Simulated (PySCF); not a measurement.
Working out the ionisation energy of Sb

Sb [Kr] 4d10 5s2 5p3 (4S) → Sb⁺ [Kr] 4d10 5s2 5p2 (3P). Calculation: PySCF 2.14, in aug-cc-pVDZ-PP with ECP28MDF; a scalar-relativistic core potential. Frozen: 4s2 4p6 4d10. Energies in hartree (1 hartree = 27.21139 eV):

```tsv
part	Sb (lower)	Sb⁺ (upper)
UHF	-239.273208	-238.957245
CCSD correlation	-0.060986	-0.050541
(T)	-0.000928	-0.000603
```

Q: What does Hartree-Fock give?

A: (-238.957245) − (-239.273208) = 0.315963 hartree = 8.598 eV.

Q: What do CCSD and CCSD(T) give?

A: The CCSD correlation energies differ by 0.010445 hartree = 0.284 eV and the triples by 0.000325 hartree = 0.009 eV, so CCSD gives 8.882 eV and CCSD(T) 8.891 eV.

Measured between the centres of the two terms (NIST): 9.124 eV, so CCSD(T) (valence) is off by -0.233 eV.

A double-zeta basis recovers only part of the correlation energy.

What remains against the reference includes basis incompleteness, the frozen core and higher excitations.
